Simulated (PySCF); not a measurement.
C5H12Si, SMILES CCC/C=C\[SiH3].

Coordinates come from a PBE-D3(BJ)/def2-SVP optimisation. The structure was generated by enumeration; whether it is a known compound was not checked. The values are those of a single conformer.

Level of theory: TDA-PBE/def2-SVPD in PySCF 2.14.0.

Vertical excitations. 

Computed lowest excited states:
```csv
state,energy (eV),λ (nm),f,main pairs
S1,6.00,207,0.008,HOMO−1→LUMO 97 %
S2,6.08,204,0.217,"HOMO→LUMO 55 %, HOMO→LUMO+1 27 %"
S3,6.35,195,0.073,"HOMO→LUMO+1 71 %, HOMO→LUMO 14 %"
S4,6.54,190,0.001,"HOMO−2→LUMO 67 %, HOMO−3→LUMO 26 %"
S5,6.57,189,0.016,"HOMO−3→LUMO 64 %, HOMO−2→LUMO 24 %"
S6,6.71,185,0.004,HOMO→LUMO+2 88 %
T1,3.98,311,0,HOMO→LUMO 97 %
T2,5.55,224,0,HOMO−1→LUMO 99 %
```
Triplets are in the Tamm–Dancoff approximation.
